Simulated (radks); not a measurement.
Spin polarisation of the 4d7 shell in Ru. Start: [Kr] 4d(up 3.5, down 3.5) 5s(up 0.5, down 0.5); electrons of 4d are moved from spin down to spin up, other shells keep equal spins. Method: non-relativistic Kohn-Sham, SCAN, spin-polarised, spherical densities, point nucleus; meta-GGA in the generalised Kohn-Sham scheme; computed with a radial shooting solver on a logarithmic mesh with Libxc functionals.

[
 {"moment (Bohr magnetons)": "0", "E - E(0) (eV)": "0.000", "e(4d up) (eV)": "-5.618", "e(4d down) (eV)": "-5.618", "5s down minus up (eV)": "0.000", "4p down minus up (eV)": "0.000", "4s down minus up (eV)": "0.000"},
 {"moment (Bohr magnetons)": "0.75", "E - E(0) (eV)": "-0.118", "e(4d up) (eV)": "-5.913", "e(4d down) (eV)": "-5.301", "5s down minus up (eV)": "0.189", "4p down minus up (eV)": "0.658", "4s down minus up (eV)": "0.634"},
 {"moment (Bohr magnetons)": "1.5", "E - E(0) (eV)": "-0.470", "e(4d up) (eV)": "-6.187", "e(4d down) (eV)": "-4.961", "5s down minus up (eV)": "0.375", "4p down minus up (eV)": "1.317", "4s down minus up (eV)": "1.267"},
 {"moment (Bohr magnetons)": "2.25", "E - E(0) (eV)": "-1.054", "e(4d up) (eV)": "-6.440", "e(4d down) (eV)": "-4.596", "5s down minus up (eV)": "0.557", "4p down minus up (eV)": "1.977", "4s down minus up (eV)": "1.900"},
 {"moment (Bohr magnetons)": "3", "E - E(0) (eV)": "-1.862", "e(4d up) (eV)": "-6.671", "e(4d down) (eV)": "-4.204", "5s down minus up (eV)": "0.731", "4p down minus up (eV)": "2.637", "4s down minus up (eV)": "2.531"}
]

At moment 3 the spin-polarisation energy is -1.862 eV and the 4d exchange splitting 2.467 eV, that is 0.822 eV per Bohr magneton; E = -I m^2/4 would give I = 0.827 eV.
